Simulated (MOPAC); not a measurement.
Job for MOPAC: PM3 on H2SeZn (SMILES [ZnH][SeH]), a point of a bond scan (R = 2.303 Å).

```
PM3 1SCF PRECISE CHARGE=0 THREADS=1
H2SeZn

Zn    -0.70919421 1    -0.50984122 1    -0.82879930 1
H     -2.06594339 1    -1.49197685 1    -2.40983388 1
Se     0.65395606 1     0.50525059 1     0.74073403 1
H      0.65501376 1    -0.71868499 1     1.56184434 1
```

Output:

```
*******************************************************************************
 **                                                                           **
 **                              MOPAC v23.2.5                                **
 **                                                                           **
 *******************************************************************************
 ** MOPAC's Digital Object Identifier: https://doi.org/10.5281/zenodo.6511958 **
 **                                                                           **
 ** Please cite the open-source release paper for use of this MOPAC version:  **
 ** J. E. Moussa and J. J. P. Stewart (2026)                                  **
 ** MOPAC: An open-source semiempirical molecular orbital program             **
 ** J. Open Source Softw., 11(119), 8025, https://doi.org/10.21105/joss.08025 **
 *******************************************************************************

                              PM3 CALCULATION RESULTS

 *******************************************************************************
 *  PM3        - The PM3 Hamiltonian to be used
 *
 *
 *
 *                 CHARGE ON SYSTEM = 0
 *
 *
 *
 *  PRECISE    - TIGHTER CRITERIA TO BE USED
 *  1SCF       - DO 1 SCF AND THEN STOP
 *  THREADS=1  - MULTI-THREADING NOT USED
 *  T=         - A TIME OF 172800.0 SECONDS REQUESTED
 *  DUMP=N     - RESTART FILE WRITTEN EVERY 7200.0 SECONDS REQUESTED
 *******************************************************************************
PM3 1SCF PRECISE CHARGE=0 THREADS=1
 H2SeZn

   ATOM   CHEMICAL          X               Y               Z
  NUMBER   SYMBOL      (ANGSTROMS)     (ANGSTROMS)     (ANGSTROMS)

     1      Zn         -0.70919421  *  -0.50984122  *  -0.82879930  *
     2       H         -2.06594339  *  -1.49197685  *  -2.40983388  *
     3      Se          0.65395606  *   0.50525059  *   0.74073403  *
     4       H          0.65501376  *  -0.71868499  *   1.56184434  *



          CARTESIAN COORDINATES

    NO.       ATOM           X           Y           Z

     1        Zn         -0.7092     -0.5098     -0.8288
     2         H         -2.0659     -1.4920     -2.4098
     3        Se          0.6540      0.5053      0.7407
     4         H          0.6550     -0.7187      1.5618

  H: (PM3): J. J. P. STEWART, J. COMP. CHEM. 10, 209 (1989).
 Zn: (PM3): J. J. P. STEWART, J. COMP. CHEM. 12, 320-341 (1991).
 Se: (PM3): J. J. P. STEWART, J. COMP. CHEM. 12, 320-341 (1991).

           Empirical Formula: H2 Zn Se  =     4 atoms



      MOLECULAR POINT GROUP   :   Cs


      RHF CALCULATION, NO. OF DOUBLY OCCUPIED LEVELS = 5


 -------------------------------------------------------------------------------
 PM3 1SCF PRECISE CHARGE=0 THREADS=1
 H2SeZn



     1SCF WAS SPECIFIED, SO BFGS WAS NOT USED
     SCF FIELD WAS ACHIEVED


                              PM3 CALCULATION
                                                       MOPAC v23.2.5 Linux




          FINAL HEAT OF FORMATION =         76.84217 KCAL/MOL =     321.50765 KJ/MOL


          COSMO AREA              =         92.17 SQUARE ANGSTROMS
          COSMO VOLUME            =         69.12 CUBIC ANGSTROMS

          IONIZATION POTENTIAL    =         10.059452 EV
          HOMO LUMO ENERGIES (EV) =        -10.059 -2.322
          NO. OF FILLED LEVELS    =          5
          MOLECULAR WEIGHT        =        146.3558         POINT GROUP:  Cs

          MOLECULAR DIMENSIONS (Angstroms)

            Atom       Atom       Distance
            H     4    H     2     4.87605
           Se     3    H     2     1.39511
           Zn     1    H     4     0.00000


          SCF CALCULATIONS        =          1





   ATOM   CHEMICAL          X               Y               Z
  NUMBER   SYMBOL      (ANGSTROMS)     (ANGSTROMS)     (ANGSTROMS)

     1      Zn         -0.70919421  *  -0.50984122  *  -0.82879930  *
     2       H         -2.06594339  *  -1.49197685  *  -2.40983388  *
     3      Se          0.65395606  *   0.50525059  *   0.74073403  *
     4       H          0.65501376  *  -0.71868499  *   1.56184434  *

                             CARTESIAN COORDINATES

   1   Zn       -0.709194210    -0.509841220    -0.828799300
   2    H       -2.065943390    -1.491976850    -2.409833880
   3   Se        0.653956060     0.505250590     0.740734030
   4    H        0.655013760    -0.718684990     1.561844340


           Empirical Formula: H2 Zn Se  =     4 atoms



      MOLECULAR POINT GROUP   :   Cs


                  EIGENVALUES
 -19.39176 -13.32033 -11.29327 -10.29078 -10.05945  -2.32167  -0.49142   1.32587
   1.32922   3.56955


              NET ATOMIC CHARGES AND DIPOLE CONTRIBUTIONS

  ATOM NO.   TYPE          CHARGE      No. of ELECS.   s-Pop       p-Pop
    1         Zn           0.176936        1.8231     1.09703     0.72603
    2          H          -0.060965        1.0610     1.06096
    3         Se          -0.119006        6.1190     1.87376     4.24525
    4          H           0.003034        0.9970     0.99697
 DIPOLE           X         Y         Z       TOTAL
 POINT-CHG.    -0.362    -0.296    -0.399     0.615
 HYBRID        -0.039    -0.868     0.517     1.011
 SUM           -0.401    -1.164     0.118     1.237


          ATOMIC ORBITAL ELECTRON POPULATIONS

     Atom    s        px        py        pz
    1 Zn   1.09703   0.26884   0.15818   0.29900
    2  H   1.06096
    3 Se   1.87376   1.69629   1.16169   1.38727
    4  H   0.99697

 **********************
 *                    *
 * JOB ENDED NORMALLY *
 *                    *
 **********************




 == MOPAC DONE ==
```

The run finished.

Cost: around 0.05 core-seconds (rough).
